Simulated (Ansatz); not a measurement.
`[GeH3][CH]=[Se]`. Charge 0, multiplicity 1.

```xyz
7

Ge   -0.2448    0.4213   -0.6858
C     0.4521   -0.5501    0.8586
Se   -0.5279   -1.1691    2.1700
H    -1.7699    0.4869   -0.5790
H     0.1914   -0.3070   -1.9696
H     0.3696    1.8324   -0.6975
H     1.5294   -0.7145    0.9033
```

Problem. What are the harmonic wavenumbers in cm⁻¹ at PBE0-D4/def2-TZVP (Ansatz, finite differences of forces, unscaled)? (An estimate is asked.)

Solution. Computed: 77, 157, 468, 475, 650, 733, 814, 873, 874, 956, 1192, 2143, 2146, 2194, 3115.

Problem. Is this a minimum?

Solution. Yes, all 15 modes are real.

Problem. Give the ideal-gas thermochemistry at 298.15 K and 1 bar (rigid rotor, harmonic oscillator; point group Cs, symmetry number 1).

Solution. Zero-point energy 100.9 kJ/mol; H(298) − E = 117.1 kJ/mol; entropy 322.6 J/(mol·K), of which translation 172.7, rotation 110.9, vibration 39.0; G(298) − E = 20.9 kJ/mol. Modes under 100 cm⁻¹ are hindered rotations or soft bends, so the harmonic entropy is rough.

Problem. And at 400, 500, 600, 800 and 1000 K?

Solution. 
```tsv
T (K)	H − E (kJ/mol)	S (J/mol/K)	G − E (kJ/mol)
400	125.7	347.4	-13.3
500	135.4	368.9	-49.1
600	145.9	388.1	-87.0
800	169.2	421.5	-168.0
1000	194.5	449.7	-255.2
```
